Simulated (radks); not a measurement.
Values are calculated unless marked as measured or tabulated.
Question: The cadmium ion Cd9+, 39 electrons, occupied as [Kr] 4d3. Code: a radial shooting solver on a logarithmic mesh with Libxc functionals. Model: non-relativistic Kohn-Sham, TPSS, spin-polarised, spherical densities, point nucleus; open shells are filled with parallel spins first (spin-orbit coupling, left out, can overturn this in heavy ions); meta-GGA in the generalised Kohn-Sham scheme; relativity is left out, which matters for an element this heavy. Some entries of the table are withheld. Estimate them.

orbital  occ.  eigenvalue (hartree)  <1/r> (bohr^-1)
1s down     1             -950.0193            47.49
1s up       1             -950.0189            47.49
2s up       1             -143.6184            10.82
2s down     1             -143.5844            10.82
2p up       3             -134.2423            10.82
2p down     3             -134.2167            10.82
3s up       1             -31.84389            3.880
3s down     1             -31.83184            3.879
3p up       3             -28.03600            3.796
3p down     3             -28.01849            3.795
3d up       5                   (1)            3.648
3d down     5                   (2)            3.647
4s up       1                   (3)              (4)
4s down     1                   (5)              (6)
4p up       3              -8.23037            1.503
4p down     3              -8.08021            1.505
4d up       3              -6.02616            1.324
4d down     0              -5.87926            1.321

Answer: 
(1) 3d up eigenvalue (hartree): -21.04265
(2) 3d down eigenvalue (hartree): -21.00953
(3) 4s up eigenvalue (hartree): -9.52783
(4) 4s up <1/r> (bohr^-1): 1.588
(5) 4s down eigenvalue (hartree): -9.37934
(6) 4s down <1/r> (bohr^-1): 1.592
